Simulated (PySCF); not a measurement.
Spin states of ZnP

Unrestricted PBE0; basis Zn def2-SVPD, P def2-SVPD; no relativity; PySCF 2.14. Outer shells of the fragments: Zn 3d10 4s2; P 3s2 3p3.

Followed along the bond (rough minima from three points):

| 2Ms+1 | unpaired | ⟨S²⟩ at the start | R at minimum (Å) | Te (eV) |
| --- | --- | --- | --- | --- |
| 4 | σ ↑, π ↑↑ | 3.76 | 2.44 | 0.00 |
| 2 | σ ↓, π ↑↑ | 1.76 | 2.39 | 0.25 |
| 2 | π ↑ | 0.77 | 2.19 | 0.42 |
| 2 | σ ↑, π ↑↓ | 1.77 | 2.40 | 0.48 |
| 2 | σ ↑ | 0.75 | 2.37 | 1.63 |

Solutions found at the starting distance of 2.255 Å, counted from the lowest of them; the search is not exhaustive and high or unbound solutions are not listed, so other states can lie among these:

```tsv
2Ms+1	unpaired	term	E (eV)	⟨S²⟩	⟨Lz²⟩	μ (D)
4	σ ↑, π ↑↑	⁴Σ⁻	0.00	3.76	0.00	-0.62
2	σ ↓, π ↑↑	mixed	0.22	1.76	0.00	-0.74
2	π ↑	²Π	0.36	0.77	1.02	-3.92
2	σ ↑, π ↑↓	mixed	0.46	1.77	2.02	-0.66
2	σ ↑	mixed	1.59	0.75	2.00	-0.51
4	σ ↑↑, π ↑	⁴Π	2.23	3.76	1.02	-1.63
```

A term symbol is given only where ⟨S²⟩ and ⟨Lz²⟩ are close to those of a pure state; real π, δ and φ orbitals otherwise mix terms. A positive dipole means Zn(−)P(+).

Counting both spins, an empty level lies below a filled one in some of these solutions, because spin and occupation are held.
